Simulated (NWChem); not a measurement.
System: C2H4FNSi; SMILES [C@@H](F)(C#N)[SiH3]

```xyz
9

N      0.7961    -2.3411     0.1697
C      0.2247    -1.3723    -0.1049
C     -0.4553    -0.1226    -0.4287
F     -1.6674    -0.0450     0.2222
Si     0.6027     1.4108     0.0674
H     -0.6373    -0.1062    -1.5188
H      0.8291     1.3682     1.5368
H     -0.1796     2.6179    -0.3181
H      1.8894     1.3510    -0.6818
```
Atoms are numbered in this order, from 1.

Level: PBE0/def2-SVP (NWChem), optimised geometry, unscaled harmonic frequencies. 

### Question
List the harmonic frequencies with IR intensities, and the thermochemistry.

### Answer
```json
[
 {"frequency (cm⁻¹)": "132", "IR intensity (km/mol)": "3.4"},
 {"frequency (cm⁻¹)": "148", "IR intensity (km/mol)": "0.7"},
 {"frequency (cm⁻¹)": "239", "IR intensity (km/mol)": "8.9"},
 {"frequency (cm⁻¹)": "243", "IR intensity (km/mol)": "6.8"},
 {"frequency (cm⁻¹)": "452", "IR intensity (km/mol)": "1.5"},
 {"frequency (cm⁻¹)": "524", "IR intensity (km/mol)": "12.9"},
 {"frequency (cm⁻¹)": "592", "IR intensity (km/mol)": "5.3"},
 {"frequency (cm⁻¹)": "647", "IR intensity (km/mol)": "34.3"},
 {"frequency (cm⁻¹)": "769", "IR intensity (km/mol)": "18.8"},
 {"frequency (cm⁻¹)": "903", "IR intensity (km/mol)": "205.5"},
 {"frequency (cm⁻¹)": "932", "IR intensity (km/mol)": "41.2"},
 {"frequency (cm⁻¹)": "935", "IR intensity (km/mol)": "33.8"},
 {"frequency (cm⁻¹)": "999", "IR intensity (km/mol)": "8.7"},
 {"frequency (cm⁻¹)": "1114", "IR intensity (km/mol)": "80.5"},
 {"frequency (cm⁻¹)": "1186", "IR intensity (km/mol)": "7.7"},
 {"frequency (cm⁻¹)": "1326", "IR intensity (km/mol)": "5.7"},
 {"frequency (cm⁻¹)": "2256", "IR intensity (km/mol)": "40.7"},
 {"frequency (cm⁻¹)": "2271", "IR intensity (km/mol)": "82.6"},
 {"frequency (cm⁻¹)": "2282", "IR intensity (km/mol)": "69.4"},
 {"frequency (cm⁻¹)": "2400", "IR intensity (km/mol)": "5.1"},
 {"frequency (cm⁻¹)": "3073", "IR intensity (km/mol)": "2.3"}
]
```

```json
{
 "zero_point_energy": "33.5 kcal/mol",
 "thermal correction to the enthalpy at 298.15 K (with zero-point energy)": "38.0 kcal/mol",
 "heat capacity Cv": "21.0 cal/(mol K)",
 "entropy at 298.15 K and 1 atm (symmetry number 1)": "78.3 cal/(mol K)",
 "dipole_moment": "3.38 D"
}
```

Rigid rotor and harmonic oscillator.
